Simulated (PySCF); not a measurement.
**C₆ coefficients of unlike pairs at UHF**

Calculated with PySCF 2.14 from the dipole response of each species, C₆(A,B) = (3/π) ∫ α_A(iu) α_B(iu) du, in atomic units, from isotropic polarisabilities. For ions this is the dispersion term alone; charge-induced terms of lower order in 1/R come first.

```
species                configuration                                                                               basis      relativity  α (bohr³)  C₆ (like pair)
     In       [Kr] 4d10 5s2 5p1 (2P)                                             aug-cc-pVTZ-PP with ECP28MDF (6s5p4d2f)  core potential      74.70           796.8
    Tl⁻  [Xe] 4f14 5d10 6s2 6p2 (3P)  aug-cc-pwCVTZ-DK3 with one added diffuse shell each of s, d, f type (12s10p9d6f1g)   spin-free X2C      898.4           20370
     Br       [Ar] 3d10 4s2 4p5 (2P)                                             aug-cc-pVTZ-PP with ECP10MDF (6s5p4d2f)  core potential      20.11           160.5
   Rh³⁺                [Kr] 4d6 (5D)                                                         aug-cc-pVTZ-DK (9s8p6d3f2g)   spin-free X2C      4.421           20.08
```

Question: Estimate C₆ for Rh³⁺ with Tl⁻.

Answer: The integral gives 267.9. The combination rule 2 C_A C_B / (C_A α_B/α_A + C_B α_A/α_B) gives 195.7 and the geometric mean 639.6.

No spin-orbit coupling is included, so Tl⁻, close to jj coupling, stand for model states.

The other pairs:

| pair | C₆ |
| --- | --- |
| Rh³⁺, Br | 51.14 |
| Rh³⁺, In | 90.28 |
| Br, Tl⁻ | 1080 |
| Tl⁻, In | 3245 |
| Br, In | 326.3 |
